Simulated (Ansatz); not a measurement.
`C[SiH2]CCCl` + `C=N` → `C=N[SiH2]C` + `CCCl`  (ligand exchange at the Si–C bond)

Computed with Ansatz on PBE0-D4/def2-TZVP structures; ΔE is electronic, products minus reactants. CCSD(T)/CBS adds triple-zeta CCSD(T) − MP2 to the extrapolated MP2 energy (def2 sets, frozen cores). This one scheme is used for every species. DFT in def2-TZVPP. B3LYP here is the variant with VWN-RPA as its local correlation; programs differ in this. Each species was taken in one conformer, which may not be the lowest.

```
             level  ΔE (kcal/mol)  difference from CCSD(T)/CBS
            PBE-D4          -10.3                          0.8
         r2SCAN-D4          -11.7                         -0.6
           PBE0-D4          -10.6                          0.5
          B3LYP-D4          -12.1                         -1.0
           ωB97X-V          -11.3                         -0.2
           ωB97M-V          -11.3                         -0.2
            B2PLYP          -12.7                         -1.6
              PBE0          -11.2                         -0.1
             B3LYP          -13.1                         -2.0
     HF/def2-TZVPP          -14.9                         -3.8
   CCSD/def2-TZVPP          -11.2                         -0.1
CCSD(T)/def2-TZVPP          -10.8                          0.3
     HF/def2-QZVPP          -15.1                         -4.0
    MP2/def2-QZVPP          -11.8                         -0.7
      HF/CBS(def2)          -15.1                         -4.0
    CCSD/CBS(def2)          -11.5                         -0.4
       CCSD(T)/CBS          -11.1                            0
```

Largest T1 diagnostic among the species: 0.012.

In def2-TZVPP, CCSD(T) changes the Hartree–Fock value by +4.1 kcal/mol (the triples alone add +0.4 kcal/mol) and MP2 by +3.3 kcal/mol. The D4 term adds +0.9 kcal/mol with B3LYP and +0.6 kcal/mol with PBE0; it sums over pairs of atoms, weighted by their polarisabilities, and B3LYP, whose exchange is more repulsive, gets the larger term.
